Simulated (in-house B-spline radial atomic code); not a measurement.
Ca. Computed with a B-spline radial atomic code. Model: all-electron spherical atom, spin shells full or empty, radial basis limit, no spin-orbit coupling, Breit or QED, empty-state partial waves extrapolated as (l+1/2)^-4, RPA, G0W0 and static COHSEX of the highest shell as one setting changes (uncorrelated shells keep exact exchange).

Empty levels are discrete states of a finite basis, so the steps are uneven.

Given: element Ca; charge 0; filled core Ar; hamiltonian one-electron scalar X2C; mean-field start r2SCAN; highest l of empty states 9; nuclear rms radius 3.4776 fm; lowest nl shells left uncorrelated 4; highest mean-field shell 4s; box radius 40 bohr.

Shell: 4s 1 1 (electrons up and down).

| highest empty level kept (hartree) | RPA correlation energy (hartree) | G0W0 level (eV) | G0W0 minus most complete (meV) | COHSEX level (eV) | linearised minus solved G0W0 (meV) |
| --- | --- | --- | --- | --- | --- |
| 1 | -0.25143 | -6.0844 | 152.2 | -7.6002 | 18 |
| 2 | -0.28703 | -6.1571 | 79.5 | -7.7761 | 16.9 |
| 3.5 | -0.318 | -6.1928 | 43.8 | -7.8711 | 16.4 |
| 6 | -0.34573 | -6.2127 | 23.9 | -7.9359 | 16.1 |
| 10 | ? | ? | ? | ? | ? |
| 18 | -0.38849 | -6.2318 | 4.9 | -8.0026 | 15.7 |
| 30 | -0.3953 | -6.2341 | 2.5 | -8.013 | 15.7 |
| 60 | -0.3991 | -6.2358 | 0.8 | -8.0192 | 15.7 |
| 120 | -0.40036 | -6.2364 | 0.2 | -8.0212 | 15.7 |
| 250 | ? | ? | ? | ? | ? |
| 600 | -0.40083 | -6.2366 | 0 | -8.0221 | 15.7 |
| 2000 | -0.40086 | -6.2366 | 0 | -8.0221 | 15.7 |

Task: What follows for highest empty level kept = 250?

Result: RPA correlation energy -0.40074 hartree; G0W0 level -6.2366 eV; G0W0 minus most complete 0.1 meV; COHSEX level -8.0218 eV; linearised minus solved G0W0 15.7 meV.

Task: What follows for highest empty level kept = 10?

Result: RPA correlation energy -0.36892 hartree; G0W0 level -6.2239 eV; G0W0 minus most complete 12.7 meV; COHSEX level -7.9738 eV; linearised minus solved G0W0 15.9 meV.
